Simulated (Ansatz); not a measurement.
System: C$_{2}$H$_{7}$Si, net charge 0, doublet state. It need not be the lowest isomer of its formula. 
Coordinates optimised at B3LYP-D3(BJ)/def2-TZVP (Ansatz, a quantum-chemistry and plane-wave program):
```xyz
10

C     -1.5047    -0.6675    -0.3072
C     -0.6468     0.5680     0.0106
Si     1.1911     0.1706     0.1835
H     -1.1975    -1.1339    -1.2450
H     -1.4218    -1.4213     0.4779
H     -2.5602    -0.3992    -0.3998
H     -0.7649     1.3213    -0.7731
H     -0.9876     1.0359     0.9381
H      1.7371    -0.3998    -1.0789
H      1.4285    -0.7952     1.2917
```
Charge 0, spin multiplicity 2.

Basis-set convergence of Hartree-Fock and CCSD(T) correlation energies (hartree) with Ansatz. Correlated levels leave the core frozen unless marked. UHF or UKS for open shells. No spin-orbit coupling. Non-relativistic.

```csv
basis,functions,E(HF),"E(corr, CCSD(T))"
cc-pV(D+d)Z,86,-368.71089,-0.44370
cc-pV(T+d)Z,197,-368.74657,-0.53034
cc-pV(Q+d)Z,384,-368.75499,-0.55600
```

Extrapolating the two largest sets (X = 3 and 4) as X^-3: E(corr) = (64·(-0.55600) - 27·(-0.53034))/37 = -0.5747 Eh, an estimate of the basis-set limit. The largest set recovers 96.7 % of it, the smallest 77.2 %.
